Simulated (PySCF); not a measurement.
Species: C2H2F2, net charge 0, singlet state. SMILES: F/C=C/F
Geometry: optimised at B3LYP-D3(BJ)/def2-TZVP (Ansatz).

Dispersion corrections to the total energy (kcal/mol) from the dftd3 and dftd4 libraries through PySCF: D3(BJ) without and D4 with the three-body term, each with the damping fitted for the functional named.

```csv
functional,D3(BJ),D4
BLYP,(withheld),-3.59
BP86,-2.39,-1.95
HSE06,-0.93,-1.16
TPSSh,-1.80,-1.90
TPSS,(withheld),-2.10
r2SCAN,(withheld),-0.37
LC-wPBE,-1.41,-1.70
```

**Question.** What belongs in the gaps?

**Answer.** 
- BLYP, D3(BJ): -3.45
- TPSS, D3(BJ): -2.01
- r2SCAN, D3(BJ): -0.41
